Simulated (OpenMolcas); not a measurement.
Co2+ with its 6 nearest fluoride ions at 2.045 Å, on the Zn site of KZnF3 (a = 4.054 Å, distance in the model lattice 2.027 Å). The rest of the host is ab initio model potentials to 7.6 Å, with orthogonalisation functions on the cations behind the ligands, and point charges beyond; the distance is set by hand and nothing relaxes. Ligand basis ANO-RCC-VDZP.
```
Co    0.0000    0.0000    0.0000
F     2.0450    0.0000    0.0000
F     0.0000    2.0450    0.0000
F    -2.0450    0.0000    0.0000
F     0.0000   -2.0450    0.0000
F     0.0000    0.0000    2.0450
F     0.0000    0.0000   -2.0450
```

```yaml
Program: OpenMolcas
Method: CASSCF
Basis: ANO-RCC-VDZP [5s4p2d1f]
Scalar_Hamiltonian: DKH2, point nucleus
Active_space: 7 electrons in 5 orbitals (3d)
State_averaging: 2S+1 = 4 even, 10 roots; 2S+1 = 2 even, 40 roots
Spin-orbit_coupling: state interaction with AMFI integrals over the reference wave functions
```

**Question.** What is the spin-free ground state (labels of O, the rotations of Oh)?

**Answer.** 4T1, 3-fold in its orbital part, 98 % from free-ion F terms; it has the highest spin that d7 allows.

**Question.** Where is the first state of the same spin?

**Answer.** 4T2 at 6180 cm-1 above the ground state.

**Question.** What are the lowest two levels with spin-orbit coupling?

**Answer.** A 2-fold level Γ6 with g = 4.46, 4.46, 4.46, then a 4-fold level Γ8 359.3 cm-1 above it. Their leading multiplicities are 4 (100 %) and 4 (100 %).

**Question.** What is χT at 300 K, and how does it compare with the textbook value?

**Answer.** The lowest level has 2S+1 = 4, for which the spin-only value is χT = S(S+1) / 2 = 1.875 cm3 K/mol (g = 2). The computed 3.595 at 300 K differs by +1.720, through orbital momentum, spin-orbit coupling and any other state in reach. With a threefold ground state the orbital momentum is unquenched, so the spin-only value is not expected to hold.

**Question.** Which ligand-field parameters describe the states?

**Answer.** A least-squares ligand-field fit to the states below 45000 cm-1, each weighted by its degeneracy and with a free common offset, gives 10Dq = 6989 cm-1, B = 1215 cm-1 and C = 4478 cm-1 (C/B = 3.69), with an rms deviation of 119 cm-1. The same method and metal basis give the free ion B = 1230 cm-1 (fit to its terms below 60000 cm-1, rms deviation 20 cm-1), so the nephelauxetic ratio is β = 1215 / 1230 = 0.99; it hangs on how both fits weigh the states, and computed free-ion B values tend to be too large, so β mixes covalency with correlation.

An orbital triplet at a regular site is open to Jahn-Teller coupling, which can distort the site and quench the lowest spin-orbit gaps and is left out. Without dynamic correlation the repulsion within the d shell is too large (B by tens of per cent), so at a given field states of lower spin stand too high. Ligand-to-metal charge-transfer states are missing. With no ligand orbital active B as a rule stays too high, so bands that hang on it stand too high and its fall with covalency is understated. With metal d orbitals alone and no dynamic correlation 10Dq can be off by a tenth to a fifth, either way, in oxide and fluoride hosts. No measured value stands beside these numbers; the geometry was set by hand and not optimised.
